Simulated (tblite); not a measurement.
C7H13NP (charge +1).
Numbering: `[CH2:1]=[CH:2][CH2:3][P@@H+:4]([CH3:5])[CH2:6][CH2:7][C:8]#[N:9]` (hydrogens: H10, H11 on C1; H12 on C2; H13, H14 on C3; H15 on P4; H16, H17, H18 on C5; H19, H20 on C6; H21, H22 on C7)

Structure optimised with GFN2-xTB, isolated species.

List the bond lengths, angles and torsions at this level.

```tsv
bond	length (pm)	order
C1=C2	132.0	double
C2–C3	150.6	single
C3–P4	181.8	single
P4–C5	180.4	single
P4–C6	182.4	single
C6–C7	153.9	single
C7–C8	144.3	single
C8≡N9	114.2	triple
C1–H10	107.8	single
C1–H11	107.6	single
C2–H12	108.2	single
C3–H13	109.4	single
C3–H14	109.6	single
P4–H15	137.7	single
C5–H16, C5–H17, C5–H18	109.1	single
C6–H19	109.5	single
C6–H20	109.6	single
C7–H21	109.4	single
C7–H22	109.3	single
```

Bonds in one row agree within 1 pm and their mean is given. Orders are formal, as drawn. A selection of angles:
```tsv
angle	degrees
C2–C1–H10	122.2
C2–C1–H11	121.5
H10–C1–H11	116.3
C1–C2–C3	123.7
C1–C2–H12	121.0
C3–C2–H12	115.3
C2–C3–P4	109.4
C2–C3–H13	111.4
C2–C3–H14	110.5
P4–C3–H13	109.1
P4–C3–H14	107.8
H13–C3–H14	108.6
C3–P4–C5	112.1
C3–P4–C6	108.8
C3–P4–H15	107.2
C5–P4–C6	112.3
C5–P4–H15	108.3
C6–P4–H15	108.0
P4–C5–H16	109.8
H16–C5–H17	109.0
P4–C6–C7	112.6
P4–C6–H19	108.2
P4–C6–H20	106.7
C7–C6–H19	110.5
C7–C6–H20	110.8
H19–C6–H20	107.8
C6–C7–C8	109.3
C6–C7–H21	111.3
C6–C7–H22	110.5
C8–C7–H21	108.4
C8–C7–H22	109.6
H21–C7–H22	107.9
C7–C8–N9	174.8
```

Dihedral angles: C1–C2–C3–P4 116° (anticlinal); C2–C3–P4–C5 174° (antiperiplanar); C3–P4–C6–C7 -176° (antiperiplanar); P4–C6–C7–C8 -40° (synclinal).

P4 (phosphonium phosphorus) is tetrahedral (angles from 107.2° to 112.3°). C1 (terminal =CH2 carbon) is planar (angles 122.2°, 121.5° and 116.3°, sum 360.0°, 0.01 Å off the plane of its three neighbours). The C–C distances run from 1.320 Å (C1=C2, drawn double) to 1.539 Å (C6–C7, drawn single), a spread of 0.219 Å. Of the pairs four or more bonds apart, C8···H15 is among the closest relative to their van der Waals radii: 2.74 Å, 94 % of the sum of Bondi's values. The 3 C–P bonds span 1.804 Å (P4–C5, drawn single) to 1.824 Å (P4–C6, drawn single), a spread of 0.020 Å. C2 (alkene CH carbon) is planar (angles 123.7°, 121.0° and 115.3°, sum 360.0°, 0.01 Å off the plane of its three neighbours).

Point group: C1 (no symmetry element, even within 0.4 Å). Its GFN2-xTB frequencies are all real (lowest 35 cm⁻¹).

One conformer stands for the species.

The numbers are calculated, not measured.
